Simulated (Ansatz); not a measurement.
`[GeH3][O][GeH3]` + `OCBCl` → `OC[B](Cl)[GeH3]` + `[OH][GeH3]`  (formal exchange of groups at a Ge–O bond)

Isolated molecules relaxed with PBE0-D4/def2-TZVP in Ansatz; ΔE leaves out vibrations. CCSD(T)/CBS is the MP2 limit (def2-TZVPP, def2-QZVPP) plus CCSD(T) − MP2 in def2-TZVPP, frozen cores. DFT in def2-TZVPP. For Ge outer-core shells are correlated without core-valence functions, which leaves a few kJ/mol of doubt a bond. Scalar relativity is left out up to krypton. Each species was taken in one conformer, which may not be the lowest.

| level | ΔE (eV) |
| --- | --- |
| PBE0-D4 | 0.36 |
| HF/def2-TZVPP | 0.71 |
| HF/def2-QZVPP | 0.74 |
| MP2/CBS(def2) | 0.47 |

Task: What does CCSD(T)/CBS give? (Best estimate.)

Result: Ansatz gave: +0.43 eV. The listed levels differ from it by -0.07, 0.28, 0.31, 0.04 eV.

Largest T1 diagnostic among the species: 0.012.

From PBE to PBE0 (25 % exact exchange), in def2-TZVPP and without D4, ΔE moves by +0.04 eV. In def2-TZVPP, CCSD(T) changes the Hartree–Fock value by −0.25 eV (the triples alone add −0.02 eV) and MP2 by −0.21 eV.
